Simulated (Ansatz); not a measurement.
A trace of molecular dynamics of a periodic cell of 17 atoms, LiSi16 (host Si, host structure diamond, interstitial Li).

Theory: DFT PBEsol, scalar-relativistic, plane waves, PAW (Ansatz 0.2.0). Settings: accuracy low, cutoff 420 eV, k mesh 2x2x2, fermi-dirac smearing 0.05 eV, spin collinear.

| Quantity | Value |
| --- | --- |
| ensemble | NVE (velocity Verlet) |
| starting velocities drawn for | 840 K |
| seed | 444391 |

| time (fs) | T (K) | potential energy less start (eV) | conserved less start (meV/atom) |
| --- | --- | --- | --- |
| 0.0 | 840 | 0.000 | 0.00 |
| 5.0 | 782 | 0.120 | 0.01 |
| 10.0 | 682 | 0.327 | 0.02 |
| 15.0 | 585 | 0.527 | 0.04 |
| 20.0 | 545 | 0.610 | 0.05 |
| 25.0 | 590 | 0.517 | 0.04 |
| 30.0 | 695 | 0.300 | 0.03 |
| 35.0 | 806 | 0.070 | 0.01 |
| 40.0 | 880 | -0.082 | 0.01 |
| 45.0 | 896 | -0.116 | 0.01 |
| 50.0 | 862 | -0.045 | 0.02 |
| 55.0 | 805 | 0.073 | 0.03 |
| 60.0 | 752 | 0.182 | 0.03 |
| 65.0 | 718 | 0.254 | 0.03 |
| 70.0 | 707 | 0.276 | 0.03 |
| 75.0 | 723 | 0.243 | 0.03 |
| 80.0 | 765 | 0.155 | 0.02 |
| 85.0 | 810 | 0.062 | 0.02 |
| 90.0 | 829 | 0.023 | 0.02 |
| 95.0 | 816 | 0.050 | 0.02 |
| 100.0 | 771 | 0.143 | 0.02 |
| 105.0 | 689 | 0.312 | 0.02 |
| 110.0 | 586 | 0.525 | 0.03 |
| 115.0 | 505 | 0.695 | 0.05 |
| 120.0 | 482 | 0.741 | 0.05 |

Question: Can this run be trusted? Judge the integration.

Answer: The conserved energy stayed within 0.051 meV per atom of its start (net change 0.048 meV per atom), so the integration is sound. A run of 0.12 ps of so small a system gives no equilibrium averages. Limits of this set-up: coarse k mesh, low accuracy level. The time step was 1 fs.

The run took 26 min on 1 thread of Arm Neoverse V1 (shared host), peak memory 0.68 GiB.
